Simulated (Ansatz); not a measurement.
`[CH3][AlH][CH2][SiH2]F`, relaxed with RKS PBE-D4/def2-SVP in Ansatz from a rough embedded geometry. The force threshold is 0.03 eV/Å; the program also tests the step.

Total charge 0; spin multiplicity 1.

Start:

```xyz
13

C    -1.803   -0.343   -1.178
Al   -1.123   -0.436    0.617
C     0.453    0.629    1.101
Si    1.994    0.124    0.070
F     3.275    1.033    0.476
H    -2.865    0.018   -1.236
H    -1.178    0.356   -1.826
H    -1.747   -1.365   -1.699
H    -1.806   -1.336    1.689
H     0.737    0.473    2.188
H     0.259    1.736    0.971
H     2.239   -1.274    0.243
H     1.565    0.384   -1.415
```

| step | energy (eV) | largest force (eV/Å) | largest move (Å) |
| --- | --- | --- | --- |
| 1 | -19375.5020 | 2.849 | 0.000 |
| 2 | -19375.7290 | 0.895 | 0.144 |
| 3 | -19375.7688 | 0.177 | 0.080 |
| 4 | -19375.7730 | 0.074 | 0.032 |
| 5 | -19375.7745 | 0.037 | 0.043 |
| 6 | -19375.7750 | 0.025 | 0.023 |

End:

```xyz
13

C    -1.888   -0.321   -1.213
Al   -1.139   -0.419    0.600
C     0.502    0.578    1.070
Si    2.023    0.149    0.090
F     3.318    1.060    0.546
H    -2.970   -0.068   -1.197
H    -1.371    0.412   -1.867
H    -1.816   -1.316   -1.706
H    -1.848   -1.312    1.727
H     0.706    0.468    2.157
H     0.279    1.653    0.870
H     2.412   -1.290    0.298
H     1.792    0.407   -1.374
```

It took 10 s on 4 threads of an Arm Neoverse V1 on a shared host, with 0.16 GiB of host memory at the peak.
